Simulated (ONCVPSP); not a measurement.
**Tm: one change to an ONCV potential, before and after**

* Element: thulium
* Generator: ONCVPSP 4.0.1
* Type: optimised norm-conserving Vanderbilt (ONCV)
* Functional: PBEsol
* Relativity: scalar-relativistic
* Frozen core: [Kr] 4d10 4f12
* Valence charge: 11
* Reference configuration: 5s2 5p6 5d1 6s2
* Partial waves: 5s+6s: rc 2.00 bohr, ncon 4, nbas 7, qcut 4.7 1/bohr, 3 projectors, debl 3.5 Ha; 5p: rc 1.70 bohr, ncon 4, nbas 9, qcut 6.5 1/bohr, 3 projectors, debl 3.3 Ha; 5d: rc 3.25 bohr, ncon 5, nbas 9, qcut 5.6 1/bohr, 2 projectors, debl 3 Ha
* Local potential: polynomial inside 1.20 bohr (lpopt 5, dvloc0 4 Ha)
* Core correction: Teter function, fcfact 1.75, rcfact 1.75

Change: s: qcut 6.9; p: qcut 9.5; d: qcut 8.2.

Cutoffs: the cutoffs (Ha) at which the residual kinetic energy of the hardest occupied pseudo-wave falls to 1 and 0.1 mHa per electron; they do not see the model core or the augmentation charge, which bear on the density cutoff. Errors are all-electron minus pseudo energies relative to the spin-unpolarised reference configuration.

Q: How do hardness, ghosts and transferability respond?

A: The potential gets harder (16 Ha and 25 Ha → 26 Ha and 31 Ha); of the 3 tests that both files solve, the error grows in 0 and shrinks in 1 by more than 15 % and 0.3 meV (median size 3.0 → 2.7 meV); the range in which the d phases agree narrows (upper end at the end of the scan → 0.6); neither file shows a bound ghost.

| quantity | base | changed |
| --- | --- | --- |
| cutoff, loose | 16 Ha | 26 Ha |
| cutoff, tight | 25 Ha | 31 Ha |
| loose cutoff by channel | s 9.3 Ha, p 16 Ha, d 8.7 Ha | s 15 Ha, p 26 Ha, d 18 Ha |
| bound ghosts | none | none |
| GHOST(+) flags under 300 eV | s at 261.2 eV | s at 276.6 eV |
| tests counted as reliable (solved cleanly; for ONCVPSP, near-neutral configurations with less than one 5d electron left out) | 3 of 4 | 3 of 4 |
| error for 5s2 5p6 5d1 6s1, meV [ΔE 7.17 eV] | -3.0 | -2.7 |
| error for 5s2 5p6 5d1 6s0, meV [ΔE 20.05 eV] | -11 | -2.9 |
| error for 5s2 5p6 5d1 6s1.5, meV [ΔE 2.91 eV] | -0.9 | -1.0 |
| s: phases at 2.03 bohr within 0.05 rad from the reference energy up to (Ha; the scan ends near 5) | to the end of the scan | to the end of the scan |
| p: phases at 1.73 bohr within 0.05 rad from the reference energy up to (Ha; the scan ends near 5) | to the end of the scan | to the end of the scan |
| d: phases at 3.30 bohr within 0.05 rad from the reference energy up to (Ha; the scan ends near 5) | to the end of the scan | 0.6 |
| rms error of d²Exc/dni dnj with the model core, mHa | 1.47 | 1.06 |
